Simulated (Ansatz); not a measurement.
Born–Oppenheimer molecular dynamics of C2H6O2Si (11 atoms, charge 0, multiplicity 1). It starts from a relaxed structure.

All numbers below come from Ansatz 0.2.0, RKS PBE-D4/STO-3G.

| Item | Value |
| --- | --- |
| ensemble | NVE (velocity Verlet) |
| time step | 0.25 fs |
| steps asked | 400 |
| starting velocities drawn for | 300 K |
| masses | H 10 u |
| seed | 783255 |

First frame:

```xyz
11
Properties=species:S:1:pos:R:3
C -0.775 1.188 0.172
O 0.089 0.698 1.284
C 0.451 -0.695 0.876
Si 0.527 -0.608 -1.027
O -0.147 1.003 -1.148
H -0.923 2.285 0.348
H -1.791 0.678 0.216
H -0.317 -1.428 1.230
H 1.411 -0.941 1.378
H 1.851 -0.616 -1.637
H -0.309 -1.622 -1.671
```

Question: What does the run give?

Answer: All steps were run.

| Property | Result |
| --- | --- |
| steps done | 400 |
| time covered | 100 fs |
| mean temperature over the second half | 145 K |
| spread of the potential energy over the second half | 4.9 meV per atom |
| mean potential energy of the second half above the start | 16.4 meV per atom |

The conserved energy stayed within 0.021 meV per atom of its start (net change 0.0055 meV per atom), so the integration is sound. The temperature averaged 0.48 of the 300 K drawn at the start: a run that starts near a minimum puts about half its kinetic energy into the potential. A run of 0.1 ps of so small a system gives no equilibrium averages. Limits of this set-up: minimal basis.

Question: What happens to the structure?

Answer: The same pairs are bonded in the first frame and the last. Pairs count as bonded within 1.25 times the sum of covalent radii (0.12 Å more for H–H). Another seed would give other details.

Question: How do temperature and energy run in time?

Answer: 
```tsv
time (fs)	T (K)	potential energy less start (eV)	conserved less start (meV/atom)
0.0	300	0.000	0.00
8.2	117	0.213	0.01
16.5	86	0.249	0.02
24.8	128	0.201	0.01
33.0	232	0.080	0.00
41.2	100	0.232	0.02
49.5	124	0.205	0.02
57.8	185	0.133	0.00
66.0	193	0.124	0.00
74.2	67	0.271	0.02
82.5	153	0.171	0.01
90.8	201	0.115	0.00
99.0	163	0.160	0.01
```

The run took 8.9 min on 1 thread of AMD EPYC 7R43 64-Core Processor (Zen 3), with other jobs on the host, peak memory 0.1 GiB.
